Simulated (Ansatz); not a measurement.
Abridged output of a molecular run in Ansatz:

```
Functional definition: HF
  name "HF"
  cite "Fock, Z. Phys. 61, 126 (1930) doi:10.1007/BF01340294"
  parent pbe
  exchange = exact_x
  correlation = 0
1807 factors; integrals over basis functions are off by at most 1.0e-3 eV
mean field evaluation 1: about -13326.3007 eV, gradient 4.6e1 eV
mean field evaluation 2: about -13326.6092 eV, gradient 4.6e1 eV
mean field evaluation 4: about -13330.7575 eV, gradient 4.7e0 eV
mean field evaluation 8: about -13330.8243 eV, gradient 2.6e-1 eV
mean field -13330.82451157 eV, -489.8987648426 hartree, gradient 2.7e-6 eV, S^2 0.000000; 0 other end points of the search recorded, 0 dependent functions left out
7 core orbitals not correlated: weight in the atoms' cores, before any rotation towards them, 1.000 or more for the frozen orbitals, at most 0.000 for the correlated occupied ones
reference -13330.82451157 eV, -489.8987648426 hartree; 22, 22 occupied and 258, 258 virtual orbitals, 1807 factors
second order -40.33242185 eV of doubles, -0.00000000 eV of singles
cycle   1  -40.08959619 eV  change    2.4e-1 eV  update   1.2e-1
cycle   2  -40.90995945 eV  change   -8.2e-1 eV  update   3.4e-2
cycle   3  -41.09810117 eV  change   -1.9e-1 eV  update   1.6e-2
cycle   4  -41.07750629 eV  change    2.1e-2 eV  update   3.2e-3
cycle   5  -41.07577650 eV  change    1.7e-3 eV  update   1.4e-3
cycle   6  -41.07736070 eV  change   -1.6e-3 eV  update   4.3e-4
cycle   7  -41.07721590 eV  change    1.4e-4 eV  update   1.7e-4
cycle   8  -41.07706486 eV  change    1.5e-4 eV  update   5.2e-5
cycle   9  -41.07706830 eV  change   -3.4e-6 eV  update   1.8e-5
perturbative correction -1.39427274 eV, -0.0512385780 hartree
Total energy: -13373.29585261 eV, -491.4595578378 hartree
```

Its atoms:

Cartesian coordinates in Å:
```
O 1.493 0.191 0.654
C 0.270 0.386 -0.005
C -0.903 -0.016 0.859
F -0.888 0.792 1.987
C 0.333 -0.417 -1.288
F 0.243 -1.745 -1.039
F -0.719 -0.081 -2.079
H 1.428 0.604 1.520
H 0.143 1.438 -0.301
H -0.808 -1.053 1.187
H -1.852 0.133 0.339
H 1.262 -0.234 -1.835
```

**Question.** Which basis set was used?
A. def2-TZVPP
B. cc-pV(Q+d)Z
C. cc-pV(D+d)Z
D. def2-SVP

**Answer.** A. It gives 287 functions.

**Question.** Write the keys of the input that set method, charge and spin (a neutral closed shell needs none for the last two).

**Answer.** 
```yaml
correlation: {method: ccsd_t}
```
